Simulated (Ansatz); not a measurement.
Steps of a relaxation of Cl$_{2}$H$_{4}$O$_{2}$Si$_{2}$, SMILES `O[SiH2]O[SiH](Cl)Cl` with RKS PBE0-D4/def2-TZVP.

```sh
$ ansatz run in.yaml --threads 2 --pin off --events-out ev --progress --plain --max-ram 32768MiB --backend cuda --devices 0, --max-vram 18GiB
```

```yaml
crystal:
  periodic: [false, false, false]
  atoms:
    - {symbol: O, position_ang: [-0.861079, -1.539831, 1.311767]}
    - {symbol: Si, position_ang: [-1.239081, -0.808282, -0.136536]}
    - {symbol: O, position_ang: [-0.522645, 0.730300, -0.230383]}
    - {symbol: Si, position_ang: [1.016343, 1.314040, -0.191825]}
    - {symbol: Cl, position_ang: [2.216959, -0.053755, 0.837438]}
    - {symbol: Cl, position_ang: [1.778522, 1.509423, -2.098989]}
    - {symbol: H, position_ang: [0.095724, -1.637405, 1.478245]}
    - {symbol: H, position_ang: [-0.750604, -1.586458, -1.325039]}
    - {symbol: H, position_ang: [-2.715393, -0.606473, -0.143845]}
    - {symbol: H, position_ang: [1.064454, 2.627242, 0.502066]}
basis:
  gaussian: {orbitals: def2-TZVP}
hamiltonian: {xc: pbe0, dispersion: d4}
relax: {f_tol: 0.005, max_steps: 150}
```

Positions (Å) and forces (eV/Å) along the path, 12 of 12 steps:

```xyz
10
step=1 energy=-44950.7423 eV
O    -0.861   -1.540    1.312    0.478    0.365   -0.812
Si   -1.239   -0.808   -0.137    0.491    0.499    0.523
O    -0.523    0.730   -0.230    0.718   -0.561    0.075
Si    1.016    1.314   -0.192   -0.672   -0.527   -0.092
Cl    2.217   -0.054    0.837   -0.293    0.434   -0.310
Cl    1.779    1.509   -2.099   -0.226   -0.056    0.562
H     0.096   -1.637    1.478   -0.725    0.043   -0.105
H    -0.751   -1.586   -1.325   -0.097    0.162    0.325
H    -2.715   -0.606   -0.144    0.323   -0.040    0.009
H     1.064    2.627    0.502    0.004   -0.320   -0.175
10
step=2 energy=-44950.8254 eV
O    -0.867   -1.532    1.298    0.132    0.254   -0.519
Si   -1.228   -0.797   -0.136    0.298    0.400    0.409
O    -0.515    0.723   -0.225    0.381   -0.449    0.068
Si    1.009    1.300   -0.190   -0.549   -0.200    0.064
Cl    2.221   -0.026    0.817   -0.052    0.067   -0.029
Cl    1.754    1.495   -2.070   -0.015    0.011   -0.041
H     0.076   -1.647    1.466   -0.226   -0.031    0.023
H    -0.736   -1.576   -1.302   -0.020    0.031    0.073
H    -2.691   -0.594   -0.146    0.069   -0.012   -0.020
H     1.060    2.604    0.490   -0.018   -0.071   -0.028
10
step=3 energy=-44950.8503 eV
O    -0.874   -1.521    1.289    0.058    0.053   -0.083
Si   -1.211   -0.782   -0.129   -0.094    0.057    0.044
O    -0.498    0.711   -0.214    0.059   -0.130    0.011
Si    1.005    1.289   -0.193   -0.071    0.114    0.008
Cl    2.219   -0.017    0.823    0.063   -0.030   -0.007
Cl    1.723    1.495   -2.084    0.010   -0.014    0.002
H     0.059   -1.671    1.464   -0.023   -0.063    0.078
H    -0.717   -1.565   -1.284    0.016   -0.026   -0.032
H    -2.668   -0.575   -0.157   -0.032    0.004   -0.017
H     1.046    2.586    0.488    0.014    0.034   -0.005
10
step=4 energy=-44950.8541 eV
O    -0.887   -1.524    1.291    0.076    0.029   -0.019
Si   -1.210   -0.782   -0.126   -0.133   -0.008   -0.034
O    -0.492    0.706   -0.207    0.059   -0.057    0.035
Si    1.005    1.296   -0.190    0.032    0.059   -0.024
Cl    2.244   -0.005    0.805    0.002    0.001    0.023
Cl    1.721    1.494   -2.082   -0.007    0.017   -0.032
H     0.040   -1.698    1.473   -0.027   -0.051    0.062
H    -0.714   -1.568   -1.279    0.014   -0.012   -0.014
H    -2.667   -0.571   -0.165   -0.016    0.009   -0.008
H     1.044    2.599    0.482    0.001    0.012    0.011
10
step=5 energy=-44950.8590 eV
O    -0.912   -1.531    1.298    0.133   -0.007    0.041
Si   -1.209   -0.782   -0.121   -0.100   -0.052   -0.078
O    -0.474    0.695   -0.196    0.042   -0.002    0.033
Si    1.013    1.308   -0.194    0.085    0.002    0.000
Cl    2.279    0.023    0.792   -0.035    0.030    0.001
Cl    1.708    1.511   -2.095   -0.017    0.016   -0.018
H     0.002   -1.756    1.493   -0.108    0.000    0.004
H    -0.706   -1.577   -1.269   -0.001    0.005    0.010
H    -2.664   -0.556   -0.179    0.015    0.009    0.004
H     1.045    2.613    0.475   -0.014   -0.001    0.004
10
step=6 energy=-44950.8619 eV
O    -0.942   -1.538    1.305    0.170   -0.053    0.066
Si   -1.205   -0.786   -0.119   -0.038   -0.015   -0.034
O    -0.446    0.679   -0.183    0.026   -0.003    0.025
Si    1.029    1.319   -0.197    0.020   -0.027   -0.011
Cl    2.321    0.056    0.780   -0.027    0.047   -0.012
Cl    1.689    1.536   -2.110    0.006    0.004   -0.008
H    -0.047   -1.824    1.515   -0.172    0.057   -0.055
H    -0.700   -1.592   -1.259   -0.009    0.009    0.015
H    -2.655   -0.531   -0.192    0.022   -0.003   -0.003
H     1.039    2.630    0.463    0.002   -0.016    0.016
10
step=7 energy=-44950.8625 eV
O    -0.950   -1.540    1.308    0.125   -0.042    0.054
Si   -1.204   -0.788   -0.118   -0.028   -0.009   -0.024
O    -0.439    0.673   -0.180    0.020   -0.010    0.020
Si    1.033    1.321   -0.198    0.015   -0.013   -0.013
Cl    2.336    0.070    0.776   -0.023    0.033   -0.006
Cl    1.686    1.542   -2.113    0.004    0.002   -0.009
H    -0.062   -1.841    1.518   -0.125    0.047   -0.046
H    -0.701   -1.597   -1.256   -0.005    0.006    0.011
H    -2.653   -0.524   -0.194    0.015   -0.002   -0.004
H     1.036    2.632    0.461    0.002   -0.013    0.016
10
step=8 energy=-44950.8633 eV
O    -0.955   -1.540    1.311   -0.002   -0.005    0.006
Si   -1.207   -0.790   -0.117    0.009   -0.001    0.001
O    -0.429    0.664   -0.179    0.006   -0.001   -0.004
Si    1.038    1.322   -0.201   -0.003   -0.004    0.004
Cl    2.350    0.087    0.778   -0.001    0.003   -0.001
Cl    1.687    1.547   -2.116    0.000    0.001   -0.003
H    -0.072   -1.853    1.512   -0.003    0.003   -0.004
H    -0.709   -1.604   -1.251   -0.003   -0.001   -0.001
H    -2.652   -0.516   -0.195   -0.003    0.002    0.001
H     1.031    2.632    0.462    0.000    0.003    0.001
10
step=9 energy=-44950.8634 eV
O    -0.957   -1.541    1.312    0.008   -0.002    0.003
Si   -1.208   -0.791   -0.116   -0.002    0.003   -0.005
O    -0.423    0.658   -0.183    0.000   -0.004    0.000
Si    1.041    1.323   -0.202   -0.002    0.000    0.000
Cl    2.357    0.095    0.779    0.001   -0.001    0.003
Cl    1.693    1.552   -2.116    0.000    0.001   -0.003
H    -0.075   -1.859    1.510   -0.004    0.000    0.001
H    -0.718   -1.611   -1.251   -0.001   -0.001    0.001
H    -2.652   -0.511   -0.191    0.000    0.002    0.000
H     1.025    2.633    0.461    0.000    0.001    0.001
10
step=10 energy=-44950.8633 eV rejected
O    -0.957   -1.541    1.312    0.009    0.000    0.001
Si   -1.209   -0.793   -0.117   -0.005    0.002   -0.002
O    -0.418    0.653   -0.188   -0.001   -0.005   -0.002
Si    1.043    1.323   -0.203   -0.004    0.011    0.007
Cl    2.359    0.101    0.785    0.002   -0.001   -0.009
Cl    1.696    1.557   -2.116    0.004   -0.007    0.005
H    -0.075   -1.863    1.507   -0.007    0.001    0.000
H    -0.725   -1.617   -1.251   -0.001    0.002    0.000
H    -2.652   -0.505   -0.187    0.003   -0.003    0.000
H     1.022    2.633    0.460   -0.001    0.000   -0.001
10
step=11 energy=-44950.8634 eV
O    -0.957   -1.541    1.312    0.002    0.000   -0.001
Si   -1.208   -0.792   -0.117    0.001    0.002    0.001
O    -0.421    0.656   -0.185    0.000    0.001   -0.001
Si    1.041    1.324   -0.202    0.000   -0.005   -0.002
Cl    2.358    0.098    0.781    0.001    0.001    0.002
Cl    1.695    1.553   -2.115    0.000    0.002    0.000
H    -0.075   -1.861    1.509   -0.002    0.000    0.000
H    -0.721   -1.614   -1.251   -0.001    0.000    0.000
H    -2.652   -0.507   -0.190    0.000   -0.001    0.001
H     1.023    2.633    0.461    0.000    0.000   -0.001
10
step=12 energy=-44950.8634 eV
O    -0.956   -1.541    1.312    0.001    0.002   -0.003
Si   -1.209   -0.793   -0.117   -0.001   -0.005    0.002
O    -0.418    0.652   -0.189   -0.001    0.001   -0.002
Si    1.042    1.324   -0.202    0.004    0.005    0.002
Cl    2.361    0.102    0.785   -0.003    0.000   -0.002
Cl    1.700    1.556   -2.114   -0.001   -0.003    0.001
H    -0.074   -1.863    1.506   -0.001    0.000    0.001
H    -0.729   -1.617   -1.252    0.000    0.001    0.000
H    -2.653   -0.505   -0.186    0.002    0.001    0.002
H     1.020    2.633    0.460   -0.001   -0.002    0.000
```

Run time 31 s (2 threads of an AMD EPYC 7R13 on a shared host and a share of an NVIDIA H100 80 GB); peak host memory 0.89 GiB.
